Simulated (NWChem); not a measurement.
System: GeH3OBr; SMILES [OH][GeH2][Br]

The following NWChem deck was run.

```
start job
memory heap 200 mb stack 900 mb global 1100 mb
geometry units angstroms noautoz
  Ge    -0.329603    -0.906946    -0.017422
  O      1.227033    -1.779010    -0.112778
  Br     0.034599     1.410992    -0.026921
  H     -1.076837    -1.286787    -1.304675
  H     -1.077256    -1.209058     1.302060
  H      1.788986    -1.587402     0.655204
end
basis spherical
  * library 6-31g*
end
dft
  xc b3lyp
  iterations 150
  mulliken
end
task dft energy
```

The geometry was optimised at B3LYP/6-31G* (spherical d).

Question: What results follow from this input? (B3LYP/6-31G* (spherical d).) Quantities: energy (Ha); highest occupied level (eV); orbital gap (eV); dipole (D).

Answer: 
```
Item                           Result
---------------------------  --------
energy (Ha)                  -4727.71
highest occupied level (eV)     -7.93
orbital gap (eV)                 7.14
dipole (D)                       1.91
```
